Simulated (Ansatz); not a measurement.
`F[SiH2][GeH3]` + H• → `F[SiH][GeH3]`• + H₂  (hydrogen abstraction from the Si–H bond)

Computed with Ansatz on PBE0-D4/def2-TZVP structures; ΔE is electronic, products minus reactants. CCSD(T)/CBS adds triple-zeta CCSD(T) − MP2 to the extrapolated MP2 energy (def2 sets, frozen cores). This one scheme is used for every species, atoms too. No spin–orbit coupling; open shells (•) take unrestricted orbitals. For Ge outer-core shells are correlated without core-valence functions, so the limit isn't a true one: a few kJ/mol of doubt a bond, and 10 to 20 or more in all where bonds break to atoms. Scalar relativity is left out up to krypton.

`F[SiH2][GeH3]`:

```xyz
8

F     0.501   -2.129   -0.661
Si    0.697   -0.541   -0.796
Ge   -0.689    0.570    0.788
H     2.132   -0.241   -0.560
H     0.340   -0.158   -2.186
H    -2.171    0.253    0.540
H    -0.484    2.089    0.651
H    -0.325    0.156    2.222
```

`F[SiH][GeH3]`•:

Z-matrix (Å, degrees):
```
Ge
Si 1 2.386
H 1 1.540 2 112.2
H 1 1.538 2 107.6 3 120.0
H 1 1.535 2 109.9 3 -121.4
F 2 1.610 1 110.1 3 58.0
H 2 1.494 1 113.1 3 -61.0
```

H₂:

Z-matrix (Å, degrees):
```
H
H 1 0.746
```

```tsv
species	CCSD(T)/def2-SVP energy (Eh)
`F[SiH2][GeH3]`	-2466.82368
H•	-0.49928
`F[SiH][GeH3]`•	-2466.17740
H₂	-1.16345
```

**Question.** Work out ΔE.

**Answer.** ΔE = (-2466.17740) + (-1.16345) − (-2466.82368) − (-0.49928) = -0.01789 Eh = -11.2 kcal/mol. CCSD(T)/CBS gives -13.4 kcal/mol.

Largest T1 diagnostic among the species: 0.014.

In def2-TZVPP, CCSD(T) changes the Hartree–Fock value by −5.8 kcal/mol (the triples alone add +0.0 kcal/mol) and MP2 by −3.2 kcal/mol. From PBE to PBE0 (25 % exact exchange), in def2-TZVPP and without D4, ΔE moves by +1.8 kcal/mol.
